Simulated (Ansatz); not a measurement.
Two isomers of CH7BFNOSi: A = `NBOC[SiH2]F`, B = `BN[Si](C)(O)F`.

Isolated molecules relaxed with PBE0-D4/def2-TZVP in Ansatz; ΔE leaves out vibrations. CBS: MP2 limit from def2 TZ/QZ plus the TZ coupled-cluster correction, frozen cores. DFT in def2-TZVPP. B3LYP here is the variant with VWN-RPA as its local correlation; programs differ in this. Each species was taken in one conformer, which may not be the lowest.

Problem. Which isomer does CCSD(T)/CBS put lower? Give the gap. (An estimate is asked.)

Solution. Computed: B, by 44.7 kcal/mol.

Problem. Give E(B) − E(A) in kcal/mol with B3LYP, CCSD(T)/def2-TZVPP, ωB97M-V, HF/def2-TZVPP, r2SCAN-D4, CCSD/def2-TZVPP, MP2/def2-TZVPP. (An estimate is asked.)

Solution. Computed: B3LYP -40.7, CCSD(T)/def2-TZVPP -43.9, ωB97M-V -43.9, HF/def2-TZVPP -43.3, r2SCAN-D4 -44.0, CCSD/def2-TZVPP -44.1, MP2/def2-TZVPP -46.0. None reverses the order clearly.

Largest T1 diagnostic: 0.012.

The D4 term adds −1.4 kcal/mol with B3LYP and −0.8 kcal/mol with PBE0; it sums over pairs of atoms, weighted by their polarisabilities, and B3LYP, whose exchange is more repulsive, gets the larger term. From PBE to PBE0 (25 % exact exchange), in def2-TZVPP and without D4, E(B) − E(A) moves by −2.3 kcal/mol.
